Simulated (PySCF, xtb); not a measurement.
MgO, SMILES [Mg]=[O].

GFN2-xTB (xtb 6.7.1) at its own geometry gives an orbital gap of 2.13 eV and a dipole moment of 6.22 D.

The structure is a stationary point at B3LYP-D3(BJ)/def2-TZVPD.

### Question
What does PySCF with M06-2X/def2-TZVPD give? (Estimate from the structure and the level; the computed values follow.)

### Answer
gap 4.62 eV (levels -7.67 and -3.06 eV), dipole 7.99 D.
